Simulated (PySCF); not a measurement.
# MF2+ across the fourth-period p block

Level: PBE0, basis family def2-TZVP, no relativity.

Each entry is the lowest minimum that a search over a few typed start shapes (and spin states, where more than one is plausible) found, or that minimum re-optimised at the stated level; isomers with ligand–ligand bonds, or fragments after loss of a ligand pair, can lie lower. Open shells are unrestricted; no spin–orbit coupling; PySCF with density fitting.

```
molecule  2S+1  point group  mean bond to the central atom (Å)  lowest ω (cm⁻¹)  highest ω (cm⁻¹)  distinct angles (°)
   GaF₂⁺     1          D∞h                              1.661              170               931                  180
   AsF₂⁺     1          C2v                              1.656              304               845                   98
   BrF₂⁺     1          C2v                              1.676              285               790                   99
```

The bond length does not run in one direction; the largest change, 0.020 Å, falls between AsF₂⁺ and BrF₂⁺ among the members listed.

The shape changes along the series: D∞h for GaF₂⁺; C2v for AsF₂⁺ and BrF₂⁺.

Left out of the table are members whose search was unfinished or whose lowest solution was spin-contaminated, unstable, very soft or bonded differently.
